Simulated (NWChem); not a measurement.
System: AlH₂OF; SMILES [OH][AlH][F]

NWChem input:

```
start job
memory heap 200 mb stack 900 mb global 1100 mb
geometry units angstroms noautoz
  Al    -0.480331     0.047550     0.000000
  H     -2.027743    -0.187103     0.000000
  F      0.564273    -1.247578     0.000000
  O      0.130599     1.622811     0.000000
  H      1.049056     1.895383     0.000000
end
basis spherical
  * library 6-31g*
end
dft
  xc bhlyp
  iterations 150
end
tddft
  nroots 6
  notriplet
end
task tddft energy
```

Coordinates come from a PBE0/def2-SVP optimisation.

Vertical excitations in the gas phase.

**Question.** Give the results of this calculation. (BHandHLYP/6-31G* (spherical d), full TDDFT.) Quantities: lowest excitation, singlet (eV); oscillator strength of that lowest state; lowest state with f > 0.02, singlet (eV); orbital gap (eV).

**Answer.** 
- lowest excitation, singlet (eV) = 8.10
- oscillator strength of that lowest state = 0.014
- lowest state with f > 0.02, singlet (eV) = 8.32
- orbital gap (eV) = 11.35
